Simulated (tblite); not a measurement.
Input of a run (GFN2-xTB geometry optimisation, gas phase (tblite 0.8.0)), started from a force field or distance geometry:
```
{"job": {"kind": "relax", "xc": "GFN2-xTB", "basis": "xTB"}, "charge": 0, "multiplicity": 1}
C      2.431500     1.150400    -0.186900
S      1.870300    -0.565000    -0.208200
Si    -0.278200    -0.431800     0.037000
C     -0.953400     0.424500    -1.496600
C     -0.923800    -2.182400     0.131700
C     -0.711000     0.504800     1.566600
F     -0.308500     1.804600     1.445500
F     -2.050100     0.541900     1.736500
H      1.953300     1.716200    -0.990700
H      3.501400     1.183300    -0.331300
H      2.193300     1.623000     0.772100
H     -0.580000     1.438000    -1.566800
H     -0.671300    -0.120700    -2.386200
H     -2.041300     0.463400    -1.459200
H     -2.016000    -2.182900     0.222300
H     -0.506400    -2.705200     1.000100
H     -0.657600    -2.739400    -0.773500
H     -0.260900     0.083600     2.475900
```

Output (eV, eV/Å):
```
step      E/eV     max force
  0    -764.54208    2.309
  1    -764.63461    0.877
  2    -764.66802    0.426
  3    -764.68784    0.348
  4    -764.70164    0.348
  5    -764.71145    0.298
  6    -764.71760    0.185
  7    -764.72179    0.198
  8    -764.72518    0.164
  9    -764.72775    0.166
 10    -764.72895    0.096
 11    -764.72954    0.051
 12    -764.73008    0.062
 13    -764.73075    0.076
 14    -764.73146    0.079
 15    -764.73220    0.072
 16    -764.73308    0.086
 17    -764.73431    0.113
 18    -764.73576    0.114
 19    -764.73680    0.067
 20    -764.73724    0.035
 21    -764.73744    0.032
 22    -764.73761    0.031
 23    -764.73778    0.031
 24    -764.73792    0.033
 25    -764.73806    0.029
 26    -764.73825    0.036
 27    -764.73852    0.038
 28    -764.73884    0.050
 29    -764.73915    0.054
 30    -764.73943    0.042
 31    -764.73970    0.046
 32    -764.74000    0.037
 33    -764.74031    0.043
 34    -764.74064    0.046
 35    -764.74097    0.061
 36    -764.74122    0.051
 37    -764.74135    0.027
 38    -764.74141    0.018
 39    -764.74146    0.023
 40    -764.74151    0.030
 41    -764.74157    0.028
 42    -764.74162    0.017
 43    -764.74166    0.014
 44    -764.74170    0.021
 45    -764.74178    0.034
 46    -764.74187    0.039
 47    -764.74199    0.034
 48    -764.74212    0.026
 49    -764.74230    0.037
 50    -764.74256    0.057
 51    -764.74285    0.061
 52    -764.74309    0.041
 53    -764.74326    0.028
 54    -764.74340    0.032
 55    -764.74359    0.050
 56    -764.74382    0.053
 57    -764.74400    0.030
 58    -764.74410    0.021
 59    -764.74417    0.020
 60    -764.74424    0.025
 61    -764.74430    0.027
 62    -764.74435    0.022
 63    -764.74440    0.028
 64    -764.74449    0.029
 65    -764.74474    0.035
 66    -764.74490    0.038
 67    -764.74498    0.028
 68    -764.74502    0.015
 69    -764.74506    0.016
 70    -764.74508    0.012
 71    -764.74510    0.015
 72    -764.74512    0.016
 73    -764.74515    0.019
 74    -764.74522    0.027
 75    -764.74531    0.028
 76    -764.74540    0.019
 77    -764.74546    0.017
 78    -764.74550    0.020
 79    -764.74556    0.023
 80    -764.74566    0.025
 81    -764.74579    0.022
 82    -764.74588    0.020
 83    -764.74594    0.016
 84    -764.74600    0.015
 85    -764.74604    0.012
 86    -764.74606    0.007
```

**Question.** Summarise the run.

**Answer.** The energy falls by 19.7 kJ/mol over 86 L-BFGS steps, the largest force on an atom goes from 2.31 to 0.007 eV/Å, and the atoms move by 0.170 Å rms after alignment. The bond that changes most is Si3–C6 (four-coordinate silicon to CHF2 carbon), which lengthens by 0.111 Å. Bonds longer at the end by more than 0.005 Å: 7 of 17; shorter: 5. Among the angles that change most is S2–Si3–C4, from 107.0° to 113.1°. Among the dihedrals that turn most is S2–Si3–C5–H16, from 62° to 49°. The energy never rose by more than 1e-5 eV on the way. The first step brought 45 % of the lowering.

**Question.** What are the final bond lengths?

**Answer.** C1–S2 1.825 Å, S2–Si3 2.162 Å, Si3–C4 1.900 Å, Si3–C5 1.893 Å, Si3–C6 1.956 Å, C6–F7 1.367 Å, C6–F8 1.362 Å, C1–H9 1.085 Å, C1–H10 1.085 Å, C1–H11 1.084 Å, C4–H12 1.088 Å, C4–H13 1.087 Å, C4–H14 1.087 Å, C5–H15 1.085 Å, C5–H16 1.086 Å, C5–H17 1.085 Å, C6–H18 1.099 Å. Numbering counts from 1 in the input's order; the species is `CS[Si](C)(C)C(F)F`.

On one thread, Arm Neoverse V1 (aarch64), shared host with 32 logical CPUs at a one-minute load of 30, this took 0.71 s.

Its GFN2-xTB frequencies are all real (lowest 33 cm⁻¹). One conformer, not necessarily the lowest. 3 starts were optimised and ended at 0.00, 0.64 and 1.20 kcal/mol (GFN2-xTB); the lowest of these is shown.

All values are computed, not measured.
